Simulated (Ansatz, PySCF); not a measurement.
Pulling on the Be1–F2 bond in BeF2 (SMILES [F][Be][F]) (multiplicity 1 held, fragments rigid). Energies count from the point at 1.381 Å.
Geometry at that point (charge 0, multiplicity 1):
```csv
atom,x (Å),y (Å),z (Å)
Be,0.0000,0.0000,0.0000
F,0.0000,0.0000,-1.3812
F,0.0000,0.0000,1.3812
```

Restricted levels (R-, RO-) in cc, def2 and unpolarised 6-31G sets keep to the state of the molecule at rest. U- levels take the lowest unrestricted solution at each point, which mixes spins at long bonds. Left out are points that failed, MP2 points that dive below the minimum, coupled-cluster points behind a jump of the amplitudes or a sharp parting from full CI or MRCI, small-basis points behind a change of solution, and semi-empirical points at long bonds. Levels need not reach the same state.

Frozen-core correlation. Rows in 6-31G* carry no dispersion term and start afresh at each structure (6-31G* with six Cartesian d functions). MP2/6-31G* freezes PySCF's default core, which is smaller on s-block atoms.

Programs: Ansatz (Gaussian orbitals); PySCF for 6-31G* rows. 

Energies in kcal/mol.

```
R (Å)  U-HF/aug-cc-pVTZ  R-PBE/aug-cc-pVTZ  U-B3LYP/aug-cc-pVTZ  R-wB97X-V/aug-cc-pVTZ  R-MP2/6-31G*  R-CCSD/aug-cc-pVTZ
-----  ----------------  -----------------  -------------------  ---------------------  ------------  ------------------
1.105              50.8               56.0                 53.8                   55.4          60.0                55.3
1.243               7.9               10.8                  9.7                   10.3          11.4                10.1
1.381               0.0                0.0                  0.0                    0.0           0.0                 0.0
1.519               8.1                5.1                  6.1                    5.8           5.9                 6.1
1.657              23.0               17.1                 19.1                   18.6          19.7                19.3
1.865              49.4               39.2                 42.5                   42.1          45.8                43.3
2.072              75.3               61.2                 65.6                   65.7          72.2                67.4
2.417             111.3               92.6                 98.8                  100.0         110.4               102.5
2.762             121.6              116.5                124.2                  127.4         139.9               130.3
3.177             124.9              136.7                141.6                  152.4         165.3               155.2
3.729             126.0              153.3                153.0                  176.1         185.3            left out
4.420             126.3              164.1                159.2                  195.2      left out            left out
```

Doubts at one or more of the structures used: a spin-contaminated determinant (U-HF/aug-cc-pVTZ, U-B3LYP/aug-cc-pVTZ); a restricted determinant that unrestricted orbitals would lower (R-PBE/aug-cc-pVTZ, R-wB97X-V/aug-cc-pVTZ, R-MP2/6-31G*, R-CCSD/aug-cc-pVTZ); T1 above 0.05 (R-CCSD/aug-cc-pVTZ); other coupled-cluster roots lie near (R-CCSD/aug-cc-pVTZ).

Ansatz is a quantum-chemistry and plane-wave program.
